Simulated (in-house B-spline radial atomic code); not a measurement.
What moves the levels of Ag ([Kr] 4d10 5s1)? Level of theory: Dirac-Hartree-Fock, average of configuration, Fermi nucleus of rms radius 4.4202 fm; calculated with a radial B-spline atomic code at the basis-set limit.

Baseline run (computed): total energy -5314.6393 hartree, 1s1/2 at -943.1585 hartree, 5s1/2 at -6.4533 eV with <r> = 3.451 bohr.

Changing the nucleus:

```tsv
nucleus	ΔE (eV)
Fermi nucleus of rms radius 4.4518 fm, A = 98	0.0381
Fermi nucleus of rms radius 4.463 fm, A = 99	0.0516
Fermi nucleus of rms radius 4.4719 fm, A = 100	0.0624
Fermi nucleus of rms radius 4.4799 fm, A = 101	0.0721
Fermi nucleus of rms radius 4.5036 fm, A = 103	0.101
Fermi nucleus of rms radius 4.5119 fm, A = 104	0.111
Fermi nucleus of rms radius 4.5269 fm, A = 105	0.13
Fermi nucleus of rms radius 4.5454 fm, A = 107	0.152
Fermi nucleus of rms radius 4.5638 fm, A = 109	0.175
```

A larger nucleus binds the electrons less, roughly as the density at the nucleus times the change of the nuclear <r²>. The reference is A = 97.
